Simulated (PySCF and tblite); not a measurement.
Values are calculated unless marked as measured or tabulated.
System: C6H8O, numbered as in [CH:1]1=[CH:2][CH2:3][O:4][CH:5]=[CH:6][CH2:7]1.

For the inversion of the 7-membered ring (1–2–3–4–5–6–7): electronic barrier 2.07 kcal/mol, zero-point change -0.56 kcal/mol, thermal and entropy terms at 350 K a further 0.24 kcal/mol (symmetry numbers apart). The minimum is C1, the saddle Cs. Level: PBE0/pcSseg-1 + D3(BJ) on GFN2-xTB stationary points, with GFN2-xTB thermal terms. Rate constants are transition-state-theory values, counting equivalent paths, without tunnelling. Programs: tblite and PySCF.

Task: How many equivalent paths lead out of the minimum?

Result: 1: the symmetry number of the minimum is 1, that of the saddle displaced along its mode 1.

Task: Work out the rate at 350 K.

Result: ΔG‡ = 1.75 kcal/mol; k_B T/h = 7.3×10¹² s⁻¹; exp(−ΔG‡/RT) = 0.081; times 1 gives k = 5.9×10¹¹ s⁻¹. Wigner's tunnelling factor for the 130i cm⁻¹ mode would be 1.01.
